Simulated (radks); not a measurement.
Spherical quantum dot in the effective-mass picture: electrons in a hard-walled sphere of radius 4.32, with a point charge +1 (a donor) at the centre, all in effective atomic units (hartree* = m*/eps^2 hartree, bohr* = eps/m* bohr), one dielectric constant everywhere. Method: non-relativistic Kohn-Sham, LDA (Slater exchange, Perdew-Wang correlation), spin-polarised, spherical densities; computed with a radial shooting solver with Libxc functionals. Levels are named by radial order and angular momentum (1s, 1p, 1d, 2s, ...), and open shells are averaged over m.

N = 21, configuration 1s2 1p6 1d10 2s(up 1, down 0) 1f(up 2, down 0). This is the lowest configuration that the search found. Occupied and some empty levels:

level,occupation,eigenvalue (hartree*),<r> (bohr*)
1s up,1,6.0492,2.776
1s down,1,6.0828,2.835
1p up,3,6.2082,3.018
1p down,3,6.2340,3.021
1d up,5,6.4514,3.125
1d down,5,6.4765,3.124
2s up,1,6.6767,1.597
1f up,2,6.7812,3.207
1f down,0,6.8064,3.206
2s down,0,6.8066,1.647
1g up,0,7.1919,3.275
1g down,0,7.2174,3.275
2p up,0,7.4111,2.164
2p down,0,7.4637,2.200
2d up,0,8.0141,2.433
2d down,0,8.0464,2.448

Energy (hartree*): total 69.9771, kinetic 19.009, external -7.9254, Hartree 66.782, exchange-correlation -7.8879.

Electron density:

r (bohr*),n(r) (e/bohr*^3)
0.123,0.3311
0.446,0.1738
0.768,0.09376
1.09,0.05514
1.41,0.04038
1.74,0.04137
2.06,0.05447
2.38,0.07649
2.70,0.1007
3.03,0.1148
3.35,0.1043
3.67,0.06539
3.99,0.01965
4.32,0.00001849
